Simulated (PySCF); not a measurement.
S₄, neutral, multiplicity 1. Atoms are numbered in the order given.

```xyz
4

S      0.0000    -1.0448    -0.9226
S      0.0000     1.0448    -0.9226
S      0.0000     1.5141     0.9226
S      0.0000    -1.5141     0.9226
```
Charge 0, spin multiplicity 1.

Geometry optimised at ωB97X-D3(BJ)/def2-SVP. The values are those of a single conformer.

These are ωB97X-D3(BJ)/def2-SVP (PySCF 2.14.0) values and carry that method's errors.

Frequencies are harmonic and unscaled.

```json
[
 {"mode": "1", "ν (cm⁻¹)": "157", "IR (km/mol)": "2.6", "Raman (Å⁴/amu)": "12.5", "depolarisation": "0.46", "moving atoms (share of kinetic energy)": "S 100 %"},
 {"mode": "2", "ν (cm⁻¹)": "233", "IR (km/mol)": "0.0", "Raman (Å⁴/amu)": "0.3", "depolarisation": "0.75", "moving atoms (share of kinetic energy)": "S 100 %"},
 {"mode": "3", "ν (cm⁻¹)": "360", "IR (km/mol)": "0.5", "Raman (Å⁴/amu)": "12.7", "depolarisation": "0.75", "moving atoms (share of kinetic energy)": "S 100 %"},
 {"mode": "4", "ν (cm⁻¹)": "423", "IR (km/mol)": "8.7", "Raman (Å⁴/amu)": "52.6", "depolarisation": "0.24", "moving atoms (share of kinetic energy)": "S 100 %"},
 {"mode": "5", "ν (cm⁻¹)": "691", "IR (km/mol)": "160.5", "Raman (Å⁴/amu)": "2.6", "depolarisation": "0.75", "moving atoms (share of kinetic energy)": "S 100 %"},
 {"mode": "6", "ν (cm⁻¹)": "726", "IR (km/mol)": "4.2", "Raman (Å⁴/amu)": "29.7", "depolarisation": "0.19", "moving atoms (share of kinetic energy)": "S 100 %"}
]
```
